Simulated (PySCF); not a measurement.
**PySCF run on LiAs⁻**

File input.py (PySCF 2.14):

```python
from pyscf import gto, scf, cc

mol = gto.M(
    atom='Li 0 0 0; As 0 0 2.944',
    basis='sbkjc',
    ecp={'Li': 'sbkjc', 'As': 'sbkjc'},
    charge=-1,
    spin=1,
    verbose=3,
)
mf = scf.UHF(mol)
mf = mf.density_fit(auxbasis='def2-universal-jkfit')
mf.kernel()
mycc = cc.CCSD(mf)
mycc.kernel()
e = mycc.eaccsd(nroots=6)[0]
print('roots (eV) =', (e*27.211386).round(3))
mf.dip_moment()
print('orbital energies (hartree):', [e[max(0, n-3):n+3].round(4) for e, n in zip(mf.mo_energy, mol.nelec)])
```

```bash
$ OMP_NUM_THREADS=1 python input.py
```

The log (some set-up lines and the per-cycle HOMO/LUMO lines with their warnings removed):

```
converged SCF energy = -6.21488826852693  <S^2> = 0.79308316  2S+1 = 2.0426289
E(UCCSD) = -6.286665796106992  E_corr = -0.07177752758006338
roots (eV) = [3.39  3.492 3.836 4.143 4.274 4.527]

WARN: System has nonzero charge -1; the dipole moment is origin-dependent.
Location of origin: [0. 0. 0.]

Dipole moment(X, Y, Z, Debye): -0.00000, -0.00000, -13.14746
orbital energies (hartree): [array([-0.0976, -0.0571, -0.0398,  0.1167,  0.1467,  0.1516]), array([-0.4202, -0.041 , -0.0184,  0.1212,  0.1438,  0.1555])]
```

In short: E(SCF) = -6.214888 Eh, E(CCSD) − E(SCF) = -0.07178 Eh, ⟨S²⟩ = 0.793, attachment roots 3.390, 3.492, 3.836, 4.143, 4.274, 4.527 eV.

Hardware: Intel Xeon Platinum 8488C, 1 thread, shared host. Wall time 28 s.

At this level a UHF run with spin=3 ends 1.58 eV lower; the true order of the states can differ. The basis has no diffuse functions, which an anion needs. The bond length is a typed value, not an optimised one. Positive EA roots mean that the added electron is unbound. The dipole of an ion depends on the origin. No search for the lowest solution was made.
